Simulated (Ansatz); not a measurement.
Bond stretch in PH (cation, charge +1), lowest doublet found (which spin is the ground state isn't settled by this scan).

Levels: UKS-PBE = Ansatz (an electronic-structure program) with unrestricted PBE/aug-cc-pVTZ; UKS-B3LYP = unrestricted B3LYP/aug-cc-pVTZ (Ansatz); FCI = full CI/aug-cc-pVTZ, frozen core (Ansatz).

Energies relative to the lowest point of each curve between 1.19 and 1.74 Å, where full CI is lowest, in eV; the last columns give the error against full CI:

```tsv
R / Å	UKS-PBE	UKS-B3LYP	FCI	UKS-PBE − FCI	UKS-B3LYP − FCI
1.00	4.267	4.125	4.118	0.149	0.007
1.08	2.459	2.344	2.326	0.133	0.018
1.14	1.540	1.445	1.424	0.116	0.020
1.19	0.988	0.910	0.890	0.098	0.020
1.25	0.526	0.467	0.450	0.076	0.017
1.30	0.272	0.229	0.216	0.056	0.013
1.36	0.089	0.065	0.057	0.032	0.008
1.39	0.037	0.023	0.018	0.020	0.005
1.44	0.000	0.000	0.000	0.000	0.000
1.49	0.012	0.026	0.031	-0.019	-0.005
1.55	0.077	0.107	0.117	-0.040	-0.009
1.64	0.248	0.302	0.316	-0.068	-0.014
1.74	0.505	0.583	0.597	-0.092	-0.014
1.86	0.863	0.967	0.972	-0.109	-0.005
2.01	1.333	1.467	1.443	-0.110	0.024
2.23	1.983	2.143	2.061	-0.078	0.083
2.43	2.433	2.584	2.505	-0.072	0.079
2.70	2.756	2.921	2.923	-0.167	-0.002
3.05	2.921	3.118	3.204	-0.284	-0.086
3.48	3.030	3.248	3.338	-0.308	-0.090
4.00	3.080	3.327	3.390	-0.310	-0.063
```

UKS-PBE is furthest from FCI at 4.00 (-0.310 eV, below); its mean absolute error over the points is 0.111 eV.

UKS-B3LYP is furthest from FCI at 3.48 (-0.090 eV, below); its mean absolute error over the points is 0.028 eV.

The scan ran from 1.00 to 4.68 Å; beyond the distances shown full CI changes its symmetry label. The unrestricted determinant behind UKS-PBE, UKS-B3LYP is spin-contaminated at 2.23 to 4.00 Å (<S²> up to 1.8, against 0.75 for a pure doublet).
